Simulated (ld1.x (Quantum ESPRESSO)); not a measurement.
Rb: one change to a TM potential, before and after

- Element: rubidium
- Generator: ld1.x (Quantum ESPRESSO) 7.5
- Type: norm-conserving Troullier–Martins (Kleinman–Bylander form)
- Functional: LDA (PZ)
- Relativity: scalar-relativistic
- Frozen core: [Kr]
- Valence charge: 1
- Reference configuration: 5s1 5p0
- Partial waves: 5p (bound, empty): rc 3.20 bohr; 4d channel at 0.4 Ry: rc 3.40 bohr; 5s (bound): rc 4.20 bohr
- Local potential: the s channel
- Core correction: none

Change: core [Ar] 3d10, valence charge 9; reference 4s2 4p6 5s1 5p0; waves now 4p (bound): rc 2.40 bohr; 4d channel at 0.4 Ry: rc 1.95 bohr; 4s (bound): rc 1.45 bohr; core correction Bessel-smoothed model core inside 1.40 bohr (5s counted twice).

Cutoffs: the cutoffs (Ry, on a coarse ladder) from which the occupation-weighted sum of valence levels, in a spherical-Bessel basis at the reference potential, stays within 10 and 1 mRy of its value at 400 Ry; they do not see the model core or the augmentation charge, which bear on the density cutoff. Errors are all-electron minus pseudo energies relative to the spin-unpolarised reference configuration.

Problem. What does the change do?

Solution. The potential gets harder (6 Ry and 6 Ry → 55 Ry and 100 Ry); both files keep a bound ghost (p). The added semicore shells are compact, so their waves need more plane waves. In the changed file ld1.x takes every shell without a wave as core, so the model core holds the 5s electrons as well and exchange and correlation see them twice. This cancels in the reference configuration, but the file is broken for other ones, and its errors say nothing about a proper core correction. Several settings change at once here, so the effects cannot be laid on one of them.

| quantity | base | changed |
| --- | --- | --- |
| cutoff, loose | 6 Ry | 55 Ry |
| cutoff, tight | 6 Ry | 100 Ry |
| bound ghosts | p | p |
| tests counted (converged, no solver errors) | 4 of 4 | 4 of 7 |

Base: The cutoffs count occupied waves only; the empty 5p level needs 15 Ry at the loose tolerance. Changed file: Tests not counted: 4s2 4p6 5s0 5p1 (solver errors, printed error -1.5 eV); 4s1 4p6 5s1 5p0 (solver errors, printed error -398 eV); 4s2 4p5 5s1 5p0 (solver errors, printed error -389 eV). A true bound ghost makes a file unfit for plane-wave use even where its test errors are small: the radial tests pick states by their node count and pass the ghost by. Where a test does run into it, the solver fails or the error is huge.
